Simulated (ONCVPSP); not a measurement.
## phosphorus (P): from the effect back to the setting (ONCV)

Base potential:

```json
{
 "Element": "P (Z = 15)",
 "Generator": "ONCVPSP 4.0.1",
 "Type": "optimised norm-conserving Vanderbilt (ONCV)",
 "Functional": "PBE",
 "Relativity": "scalar-relativistic",
 "Frozen core": "[Ne]",
 "Valence charge": "5",
 "Reference configuration": "3s2 3p3",
 "Partial waves": "3s: rc 1.50 bohr, ncon 4, nbas 7, qcut 4.4 1/bohr, 2 projectors, debl 1.8 Ha; 3p: rc 1.30 bohr, ncon 4, nbas 8, qcut 6.9 1/bohr, 2 projectors, debl 2.5 Ha",
 "Local potential": "polynomial inside 0.95 bohr (lpopt 1, dvloc0 0 Ha)",
 "Core correction": "none"
}
```

Cutoffs, loose and tight: the cutoffs (Ha) at which the residual kinetic energy of the hardest occupied pseudo-wave falls to 1 and 0.1 mHa per electron. They do not see the model core or the augmentation charge, which bear on the density cutoff. Test errors are all-electron minus pseudo excitation energies from the reference, over the configurations 3s2 3p2; 3s2 3p1; 3s2 3p0; 3s1 3p0; variants that change the core or the reference have their own tests.

Only the scale of all radii (base = 1) is moved (1 further runs of the sweep failed or gave no value and are left out):

```
scale of all radii (base = 1)  cutoff, loose  cutoff, tight  bound ghosts  largest test error (meV)
                         0.85         147 Ha         176 Ha             p                      +153
                         0.92          62 Ha         138 Ha             p                      +162
                            1          19 Ha          99 Ha             p                      +168
                         1.04          10 Ha          42 Ha          none                      +174
                          1.2         9.2 Ha          29 Ha          none                      +181
                         1.25         8.8 Ha          25 Ha          none                      +180
                         1.32         8.2 Ha          16 Ha          none                      +177
```

Task: One more run gave cutoff, loose: 9.9 Ha; cutoff, tight: 35 Ha; bound ghosts: none; largest test error (meV): +177. Which value of the scale of all radii (base = 1) was used?

Result: 1.09. The loose cutoff moves one way along this sweep, from 147 Ha at 0.85 to 8.2 Ha at 1.32, which places the run between 1.04 and 1.2.
